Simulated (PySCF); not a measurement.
Choosing a molecule for a target property.

Each SMILES stands for a single optimised conformer of the isolated species (atoms past krypton carry core potentials, spin–orbit coupling is left out); the electronic structure was computed with PySCF and density fitting.

Dipoles, sizes and rotational constants follow the conformer. The torsions of the flexible species, by atom-mapped SMILES:
- `[BH2:1][C:2](=[CH2:3])[O:4][CH:5]=[CH2:6]`: B1–C2–O4–C5 26°, C2–O4–C5–C6 -171°
- `[CH3:1][N:2]([GeH3:3])[CH2:4][B:5]([OH:6])[OH:7]`: C1–N2–C4–B5 -171°, N2–C4–B5–O6 20°, H–O6–B5–C4 180°, H–O7–B5–C4 5°
- `[BH2:1][CH2:2][BH:3][CH2:4][CH3:5]`: B1–C2–B3–C4 -118°, C2–B3–C4–C5 168°
- `[CH3:1][N:2]([CH3:3])[GeH2:4][B:5]([OH:6])[OH:7]`: C1–N2–Ge4–B5 -62°, N2–Ge4–B5–O6 -29°, H–O6–B5–Ge4 179°, H–O7–B5–Ge4 -1°

(1) Wanted: lowest singlet excitation above 5 eV (TDDFT CAM-B3LYP/def2-SVPD) and smallest rotational constant below 1.9 GHz (PBE0-D3(BJ)/def2-SVP), at PBE0-D3(BJ)/def2-SVP geometries. Which candidate meets both?
A. `O[B](O)[GeH2][N](C)C`
B. `BC(=C)OC=C`
C. `C[N]([GeH3])CB(O)O`
D. `CCBCB`

(2) Wanted: dipole moment between 1.4 D and 1.8 D (CAM-B3LYP/def2-SVPD) and electronic spatial extent ⟨r²⟩ about the centre of nuclear charge above 670 bohr² (CAM-B3LYP/def2-SVPD), at PBE0-D3(BJ)/def2-SVP geometries. Which candidate meets both?
A. `CCBCB`
B. `O[B](O)[GeH2][N](C)C`
C. `C[N]([GeH3])CB(O)O`
D. `BC(=C)OC=C`

(3) Wanted: HOMO–LUMO gap below 8 eV (CAM-B3LYP/def2-SVPD) and static isotropic polarisability above 100 au (CAM-B3LYP/def2-SVPD), at PBE0-D3(BJ)/def2-SVP geometries. Which candidate meets both?
A. `C[N](C)[In]([N](C)C)[N](C)C`
B. `C[N]([GeH3])CB(O)O`
C. `BCBCC`
D. `C(OC=C)(B)=C`
E. `[H][Si](NCC)(NCC)NCC`

## Answers

(1) C. Computed values:
```
             species  lowest singlet excitation  smallest rotational constant
          BC(=C)OC=C                    4.08 eV                     1.811 GHz
O[B](O)[GeH2][N](C)C                    4.93 eV                     1.011 GHz
  C[N]([GeH3])CB(O)O                    5.19 eV                     0.812 GHz
               CCBCB                    5.60 eV                     2.012 GHz
```

(2) B. Computed values:
| species | dipole moment | electronic spatial extent ⟨r²⟩ about the centre of nuclear charge |
| --- | --- | --- |
| BC(=C)OC=C | 0.73 D | 678 bohr² |
| CCBCB | 1.05 D | 663 bohr² |
| O[B](O)[GeH2][N](C)C | 1.75 D | 1251 bohr² |
| C[N]([GeH3])CB(O)O | 1.92 D | 1352 bohr² |

(3) A. Computed values:
| species | HOMO–LUMO gap | static isotropic polarisability |
| --- | --- | --- |
| C(OC=C)(B)=C | 6.71 eV | 73.8 au |
| C[N](C)[In]([N](C)C)[N](C)C | 7.20 eV | 140.4 au |
| C[N]([GeH3])CB(O)O | 7.69 eV | 86.2 au |
| [H][Si](NCC)(NCC)NCC | 8.98 eV | 125.4 au |
| BCBCC | 9.33 eV | 66.9 au |
